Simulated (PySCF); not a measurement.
# Mn(OH)₂, quartet: structure and spectrum

All numbers come from UPBE/[Mn def2-SVP, O def2-SVP, H def2-SVP], no relativity, density fitting, PySCF.

The structure is a saddle point with 1 imaginary mode.

```xyz
5
charge 0 multiplicity 4, angstrom
Mn    0.0000    0.0000    0.0000
O    -0.0223    0.0000    1.7547
O     0.0223    0.0000   -1.7547
H    -0.7182    0.0000    2.4337
H     0.7182    0.0000   -2.4337
```

* Point group: C2h
* Bond lengths: Mn–O 1.755 Å (×2), O–H 0.972 Å (×2)
* Bond angles: H–O–Mn 135.0° (×2), O–Mn–O 180.0°
* Lowest empty level (α): -4.08 eV
* Dipole moment: 0.00 D
* Zero-point energy (real modes): 61.9 kJ/mol
* Principal quadrupole moments (Buckingham, traceless) about the centre of mass: -7.89, -3.63, 11.52 D Å
* Rotational constants: 19.89, 0.1524, 0.1512 cm⁻¹
* Principal polarisabilities: 25.3, 25.7, 55.7 bohr³
* Atomisation energy without zero-point energy: 1593 kJ/mol
* Highest occupied level (β): -3.72 eV
* Spin squared ⟨S²⟩: 4.077

Harmonic modes (masses in u: Mn 54.938, O 15.995, H 1.008):
```json
{"ω (cm⁻¹)": "62i", "IR (km/mol)": "–"}
{"ω (cm⁻¹)": "136", "IR (km/mol)": "6.7"}
{"ω (cm⁻¹)": "349", "IR (km/mol)": "317"}
{"ω (cm⁻¹)": "387", "IR (km/mol)": "0.0"}
{"ω (cm⁻¹)": "529", "IR (km/mol)": "162"}
{"ω (cm⁻¹)": "630", "IR (km/mol)": "0.0"}
{"ω (cm⁻¹)": "792", "IR (km/mol)": "102"}
{"ω (cm⁻¹)": "3762", "IR (km/mol)": "0.0"}
{"ω (cm⁻¹)": "3763", "IR (km/mol)": "236"}
```

Charges (e):
```csv
atom,Mulliken,Löwdin,polar tensor,spin (Mulliken),Mayer order to Mn1
Mn1,0.52,0.30,0.72,3.11,–
"O2,3",-0.45,-0.23,-0.66,-0.07,1.15
"H4,5",0.19,0.08,0.31,0.02,0.01
```
Other Mayer orders above 0.3: O–H 0.95 (×2).

Mulliken populations on Mn1: s 6.91, p 12.34, d 5.22, f 0.00.

Outer orbital energies (eV). α occupied: -8.54, -8.11, -7.06, -6.96, -6.40, -6.27, -5.32, -4.75; empty: -4.08, -0.59, 1.33, 1.42. β occupied: -23.08, -12.18, -10.97, -7.84, -7.72, -7.18, -6.94, -3.72; empty: -2.98, -2.87, -2.37, -2.31.

The determinant is spin-contaminated (⟨S²⟩ = 4.08, pure value 3.75). The spin densities have lower symmetry than the nuclear frame, so modes carry no symmetry labels. Only a few start shapes were tried, so a lower isomer may exist. Other spin states or occupations of the open shell can lie lower. At this level a sextet minimum of C2 symmetry lies 113 kJ/mol below this structure.

The final relaxation and frequency run took roughly 110 core-seconds on a shared host.
